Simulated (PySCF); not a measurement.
In(H)(PH2)2 (H5InP2), SMILES [PH2][InH][PH2].

Geometry: B3LYP-D3(BJ)/def2-SVP. The def2 effective core potentials stand for the cores of In; spin–orbit coupling is left out. One conformer was computed; it need not be the lowest.

The numbers are results of M06-2X/def2-TZVPD (PySCF), not measurements.

Isolated molecule, no solvent.

The total energy is -875.74750 hartree and the point group is Cs. The highest occupied level is -7.65 eV and the lowest empty level is -1.32 eV. The orbital gap is 6.33 eV and the dipole moment is 1.18 D. The quadrupole, principal values (traceless, Buckingham form, about the centre of nuclear charge) is -5.91, -0.73, 6.63 D·Å, the mean static polarisability comes out as 106.2 bohr³ (15.74 Å³) and the polarisability, principal values comes out as 76.4, 100.3, 142.1 bohr³.
